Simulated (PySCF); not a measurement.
## Electron correlation in Br¹⁸⁺ (bromine, charge +18)

Starting occupation: [Ne] 3s2 3p5, 3p1/2 with m_j = -1/2, +1/2, 3p3/2 with m_j = -1/2, +1/2, +3/2. Computed with PySCF 2.14 in an uncontracted even-tempered set (19 s from 1.9 bohr⁻², ratio 2.4; 14 p from 2.4 bohr⁻², ratio 2.4; 5 d from 12 bohr⁻², ratio 2.6; 4 f from 17 bohr⁻², ratio 2.6), with X2C-1e with screened-nucleus spin-orbit coupling, Gaussian nucleus. Frozen: 1s2; 15 electrons correlated; the 56 highest virtual spinors left out.

MP2 pair energies summed by pair of shells (mhartree):

| pair | energy | share (%) |
| --- | --- | --- |
| 2p1/2-2p3/2 | -83.72 | 14.8 |
| 2p3/2-2p3/2 | -83.14 | 14.7 |
| 3p1/2-3p3/2 | -57.05 | 10.1 |
| 3p3/2-3s1/2 | -36.91 | 6.5 |
| 2p3/2-2s1/2 | -36.79 | 6.5 |
| 3p3/2-3p3/2 | -36.45 | 6.5 |
| 2p3/2-3p3/2 | -35.81 | 6.3 |
| 2p3/2-3p1/2 | -26.05 | 4.6 |
| 2p1/2-2p1/2 | -20.09 | 3.6 |
| 3p1/2-3s1/2 | -19.64 | 3.5 |
| 2p1/2-2s1/2 | -18.11 | 3.2 |
| 3p1/2-3p1/2 | -18.03 | 3.2 |
| 2p1/2-3p3/2 | -17.77 | 3.1 |
| 2p3/2-3s1/2 | -15.70 | 2.8 |
| 2p1/2-3p1/2 | -10.70 | 1.9 |
| 2s1/2-2s1/2 | -10.34 | 1.8 |
| 2s1/2-3p3/2 | -10.12 | 1.8 |
| 3s1/2-3s1/2 | -8.62 | 1.5 |
| 2p1/2-3s1/2 | -7.13 | 1.3 |
| 2s1/2-3p1/2 | -6.95 | 1.2 |
| 2s1/2-3s1/2 | -5.73 | 1.0 |

Total MP2 correlation energy: -564.84 mhartree.

At this charge the one-electron X2C treatment keeps the bare 1/r₁₂, with no two-electron picture change or Breit term. The effect here is smaller than on the frozen 1s shell.
